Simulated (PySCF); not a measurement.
PySCF 2.14 output of an unrestricted LDA calculation on a single atom or ion in x2c-TZVPall, with scalar relativity by spin-free X2C-1e:

```
SCF conv_tol = 1e-09
number electrons alpha = 3  beta = 2
    P. A. M. Dirac.,  Math. Proc. Cambridge Philos. Soc. 26, 376 (1930)
    F. Bloch.,  Z. Phys. 57, 545 (1929)
    S. H. Vosko, L. Wilk, and M. Nusair.,  Can. J. Phys. 58, 1200 (1980)
cycle= 1 E= -37.0530144259238  delta_E= -0.00444  |g|= 0.0205  |ddm|= 0.0697
cycle= 2 E= -37.0530366752418  delta_E= -2.22e-05  |g|= 0.00246  |ddm|= 0.0064
cycle= 3 E= -37.0530374579665  delta_E= -7.83e-07  |g|= 0.00026  |ddm|= 0.00168
cycle= 4 E= -37.0530374906388  delta_E= -3.27e-08  |g|= 2.32e-05  |ddm|= 0.000333
cycle= 5 E= -37.0530374909145  delta_E= -2.76e-10  |g|= 1.15e-07  |ddm|= 2.6e-05
converged SCF energy = -37.0530374909145  <S^2> = 0.75116281  2S+1 = 2.0011625
```

The run itself started from symmetry-adapted Hartree-Fock orbitals and held the occupation by maximum overlap, on a logarithmic radial grid, so the iterations belong to that start.

Problem. Which element, charge and spin multiplicity is this?

Solution. C⁺ (carbon, charge +1), multiplicity 2; the state was [He] 2s2 2p1, 2P determinant.
